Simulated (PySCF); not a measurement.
Compound: C2H8GeO2.
Geometry (PBE0-D3(BJ)/def2-SVP, Å), atoms numbered from 1 in this order:
```xyz
13
C2H8GeO2 angstrom
C     -1.9102    0.6806   -0.9063
O     -1.1769   -0.5037   -1.0605
Ge    -0.1956   -1.1279    0.2803
O      1.1022    0.0272    0.6424
C      2.0853    0.3082   -0.3166
H     -1.2586    1.5656   -0.7851
H     -2.5248    0.8320   -1.8077
H     -2.5943    0.6465   -0.0360
H     -1.0170   -1.1891    1.5749
H      0.3780   -2.4466   -0.2547
H      2.8068    1.0170    0.1194
H      2.6466   -0.5954   -0.6244
H      1.6640    0.7686   -1.2292
```

Level of theory: PBE0-D3(BJ)/def2-SVP geometry optimisation, gas phase (PySCF 2.14.0).

Masses are those of the commonest isotopes; rigid-rotor values at the optimised geometry. The values belong to one conformer with, in the numbering `[CH3:1][O:2][GeH2:3][O:4][CH3:5]`, C1–O2–Ge3–O4 -64°, O2–Ge3–O4–C5 -63°.

Question: What are A, B and C (GHz)?

Answer: Ia = 110.88, Ib = 204.89, Ic = 275.78 u·Å²; 505379 MHz·u·Å²/I gives 4558, 2467 and 1833 MHz, that is A = 4.5577, B = 2.4666, C = 1.8325 GHz.

Question: Classify the top.

Answer: An asymmetric top: κ = (2 × 2467 − 4558 − 1833)/(4558 − 1833) = -0.53.

Question: What does the inertial defect say?

Answer: Not planar: Δ = Ic − Ia − Ib = -39.99 u·Å². For a rigid frame Δ = −2 Σ m c², so Σ m c² = 19.99 u·Å² lies off the ab plane: 7.19 from hydrogen and 12.80 from heavier atoms. The atom farthest from that plane is 1.25 Å away.

Question: Where do the levels up to J = 2 lie, in MHz?

Answer: Above 0(0,0):
J = 1: 1(0,1) 4299, 1(1,1) 6390, 1(1,0) 7024
J = 2: 2(0,2) 12774, 2(1,2) 14354, 2(1,1) 16257, 2(2,1) 22530, 2(2,0) 22654
Those of J = 1 are B + C, A + C and A + B.

The dipole components are |μa| = 0.01 D, |μb| = 0.09 D, |μc| = 0.00 D.

Stationary, but not proved a minimum. Zero-point vibration and centrifugal distortion are left out. A rigid rotor knows nothing of internal rotation, which can split or shift real lines.
